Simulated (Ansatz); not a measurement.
Input for Ansatz (a program for electronic structure): R-r2SCAN/def2-TZVPP on CS (SMILES [C]=S), 2S+1 = 1, a spin state set in the input, which need not be the lowest, at the other state's geometry.

Ansatz 0.2 input:
```yaml
crystal:
  periodic: [false, false, false]
  atoms:
    - {symbol: C, position_ang: [-0.00000000, -0.00000000, -1.14028575]}
    - {symbol: S, position_ang: [0.00000000, 0.00000000, 0.42760715]}
basis:
  gaussian:
    orbitals: def2-TZVPP
hamiltonian:
  xc: {name: r2SCAN}
```

It printed:

```
WARN ansatz: RAYON_NUM_THREADS=1 ignored (pool sized by the plan → 1); use --threads N
Functional definition: r2SCAN
integrals: 0.01 GiB planned
464 factors; their error is unknown
mean field: 0.13 GiB planned
mean field evaluation 1: about -11863.5425 eV, gradient 4.7e1 eV
mean field evaluation 2: about -11837.0733 eV, gradient 9.7e1 eV
mean field evaluation 4: about -11869.1865 eV, gradient 2.6e0 eV
mean field evaluation 8: about -11869.1941 eV, gradient 1.7e-2 eV
mean field evaluation 16: about -11869.1941 eV, gradient 8.5e-6 eV
mean field -11869.19409926 eV, -436.1848379192 hartree, gradient 8.5e-6 eV, S^2 0.000000; 0 other end points of the search recorded, 0 dependent functions left out
reference -11869.19410614 eV, -436.1848381720 hartree; 11, 11 occupied and 62, 62 virtual orbitals, 464 factors
Total energy: -11869.19410614 eV, -436.1848381720 hartree
```

The calculation finished and met its thresholds.

Cost: roughly 0.9 core-seconds.
